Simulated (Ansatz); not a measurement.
Cost and result up the ladder for Si6O19H14, a hydroxylated oxide cluster (39 atoms). Charge 0, multiplicity 1. Geometry: PBE-D4/def2-SVP.

```xyz
39

Si   -0.457    0.080    1.240
Si   -1.330   -0.394   -1.746
Si    2.267   -1.193    1.313
Si   -0.590    3.082    0.761
Si   -2.077   -2.454    1.439
Si    2.880    0.620   -1.182
O     2.019    1.937   -0.587
O    -0.530    2.875   -0.912
O    -1.035    1.603    1.428
O    -1.786    4.111    1.263
O     0.892    3.620    1.229
O     2.459    0.318   -2.748
O    -0.275   -0.229   -3.020
O    -2.091   -1.866   -1.864
O    -2.383    0.918   -1.809
O    -0.407   -0.314   -0.391
O     4.500    0.957   -1.052
O     2.659   -0.718   -0.228
O     1.753   -2.753    1.382
O     1.037   -0.161    1.854
O     3.566   -1.030    2.321
O    -1.564   -0.962    1.942
O    -0.910   -3.199    0.503
O    -3.415   -2.267    0.420
O    -2.539   -3.377    2.723
H     1.179    2.177   -1.055
H    -1.285    2.378   -1.309
H    -1.522    5.047    1.247
H     1.604    3.105    0.770
H     1.520    0.060   -2.892
H    -0.644   -0.374   -3.909
H    -2.824   -2.036   -1.214
H    -3.161    0.878   -1.223
H     4.778    1.764   -1.519
H     0.870   -2.968    1.003
H     4.312   -0.573    1.893
H    -1.030   -3.017   -0.457
H    -4.270   -2.533    0.801
H    -2.174   -3.111    3.586
```

Ansatz on 4 threads of AMD EPYC 7R13 on a shared host and a share (37 GiB) of an NVIDIA H100 80GB HBM3. Times are rough, and most runs start from the orbitals of an earlier one. PBE0-D4/def2-TZVP serves as the yardstick here, not as an exact answer. Differences are given only for rows in sets of like size (and for xTB, whose basis is part of the method), since another set adds its own error. Binding counts from free atoms at the same level (Si triplet, O triplet, H doublet; other spins of the atoms weren't run), without zero-point energy or a counterpoise term.

B3LYP takes the VWN-RPA correlation. Correlated methods freeze 49 core orbitals. The rows differ in basis, and correlated rows in double-zeta sets carry the largest basis error. Single mean-field runs in def2-SVP, def2-TZVP are fitted with def2-universal-jkfit.

Correlated methods converge slowly with the basis, most of all in double-zeta sets.

| level | functions | binding energy per atom (eV) | difference from PBE0-D4/def2-TZVP (eV) |
| --- | --- | --- | --- |
| PBE0-D4/def2-SVP | 444 | 4.59 | – |
| MP2/def2-SVP | 444 | 4.49 | – |
| r2SCAN-D4/def2-TZVP (with forces) | 895 | 4.74 | 0.08 |
| B3LYP-D4/6-31G | 277 | 3.98 | – |
| HF/6-31G | 277 | 2.47 | – |
| PBE0-D4/def2-TZVP (with forces) | 895 | 4.65 | 0.00 |
| PBE-D4/def2-SVP | 444 | 4.75 | – |
| BLYP-D4/def2-TZVP | 895 | 4.72 | 0.07 |
| PBE-D4/def2-TZVP | 895 | 4.79 | 0.14 |

(1) Estimate how long each takes.

Results:

(1) HF/6-31G 2.8 s; PBE-D4/def2-SVP 3.7 s; PBE0-D4/def2-SVP 4.2 s; MP2/def2-SVP 4.4 s; BLYP-D4/def2-TZVP 4.9 s; B3LYP-D4/6-31G 5.5 s; PBE-D4/def2-TZVP 7.5 s; r2SCAN-D4/def2-TZVP (with forces) 9 s; PBE0-D4/def2-TZVP (with forces) 9.5 s. On shared hardware such times vary by a factor of up to 3.
